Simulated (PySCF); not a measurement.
A structure optimised at PBE-D3(BJ)/def2-SVP, used in a PySCF frequency run:

```xyz
8

Ga     0.0000     0.0000    -0.0144
F      0.0000     0.0000     1.7611
N     -1.6395     0.0816    -0.8150
H     -1.7480    -0.3001    -1.7577
H     -2.4474    -0.1684    -0.2389
N      1.6395    -0.0816    -0.8150
H      1.7480     0.3001    -1.7577
H      2.4474     0.1684    -0.2389
```
Charge 0, spin multiplicity 1.

### Question
Write its SMILES, formula and point group.

### Answer
[NH2][Ga]([NH2])[F], FGaH4N2, C2

### Question
What are its rotational constants (standard atomic weights)?

### Answer
6.0154, 5.3787, 2.8521 GHz
